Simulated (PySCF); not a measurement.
C2H4FNOSi, SMILES N#C[C@@H](F)[SiH2]O.

The structure is a stationary point at ωB97X-D3(BJ)/def2-SVP. The structure was generated by enumeration; whether it is a known compound was not checked. One conformer was computed; it need not be the lowest.

Level of theory: TDDFT-CAM-B3LYP/def2-SVPD in PySCF.

Vertical excitations. The molecule is in vacuum.

Computed lowest excited states:
```json
[
 {"state": "S1", "energy (eV)": "6.42", "λ (nm)": "193", "f": "0.008", "main pairs": "HOMO→LUMO 70 %, HOMO→LUMO+1 13 %"},
 {"state": "S2", "energy (eV)": "7.44", "λ (nm)": "167", "f": "0.010", "main pairs": "HOMO→LUMO+1 39 %, HOMO→LUMO 16 %, HOMO−3→LUMO 15 %, HOMO→LUMO+3 8 %"},
 {"state": "S3", "energy (eV)": "7.56", "λ (nm)": "164", "f": "0.003", "main pairs": "HOMO−2→LUMO 29 %, HOMO−1→LUMO 21 %, HOMO→LUMO+3 11 %, HOMO−2→LUMO+1 6 %"},
 {"state": "S4", "energy (eV)": "8.03", "λ (nm)": "154", "f": "0.018", "main pairs": "HOMO−1→LUMO 23 %, HOMO−3→LUMO 14 %, HOMO−2→LUMO 10 %, HOMO−1→LUMO+1 9 %"},
 {"state": "S5", "energy (eV)": "8.14", "λ (nm)": "152", "f": "0.007", "main pairs": "HOMO−1→LUMO 28 %, HOMO→LUMO+1 24 %, HOMO−2→LUMO 9 %, HOMO−3→LUMO+1 7 %"},
 {"state": "S6", "energy (eV)": "8.17", "λ (nm)": "152", "f": "0.007", "main pairs": "HOMO−2→LUMO+3 27 %, HOMO−3→LUMO 15 %, HOMO→LUMO+2 11 %, HOMO−2→LUMO+4 8 %"},
 {"state": "S7", "energy (eV)": "8.32", "λ (nm)": "149", "f": "0.009", "main pairs": "HOMO→LUMO+2 69 %"},
 {"state": "S8", "energy (eV)": "8.52", "λ (nm)": "145", "f": "0.005", "main pairs": "HOMO−4→LUMO 38 %, HOMO−5→LUMO 14 %, HOMO−4→LUMO+1 13 %, HOMO−1→LUMO+1 6 %"},
 {"state": "S9", "energy (eV)": "8.85", "λ (nm)": "140", "f": "0.004", "main pairs": "HOMO−5→LUMO 17 %, HOMO−4→LUMO 15 %, HOMO→LUMO+5 14 %, HOMO−3→LUMO 12 %"},
 {"state": "S10", "energy (eV)": "8.96", "λ (nm)": "138", "f": "0.174", "main pairs": "HOMO→LUMO+3 44 %, HOMO−3→LUMO+3 12 %, HOMO−3→LUMO+1 7 %, HOMO−2→LUMO 7 %"},
 {"state": "T1", "energy (eV)": "5.82", "λ (nm)": "213", "f": "0", "main pairs": "HOMO→LUMO 55 %"},
 {"state": "T2", "energy (eV)": "6.07", "λ (nm)": "204", "f": "0", "main pairs": "HOMO−2→LUMO 24 %, HOMO−2→LUMO+1 17 %, HOMO→LUMO 11 %, HOMO→LUMO+1 6 %"},
 {"state": "T3", "energy (eV)": "6.59", "λ (nm)": "188", "f": "0", "main pairs": "HOMO→LUMO+3 25 %, HOMO→LUMO+1 10 %, HOMO−2→LUMO 9 %, HOMO→LUMO+4 6 %"},
 {"state": "T4", "energy (eV)": "7.03", "λ (nm)": "176", "f": "0", "main pairs": "HOMO−3→LUMO 32 %, HOMO→LUMO 15 %, HOMO−1→LUMO 7 %"}
]
```
Triplets are in the Tamm–Dancoff approximation, which puts them higher than full response would, so one can lie above its singlet here.
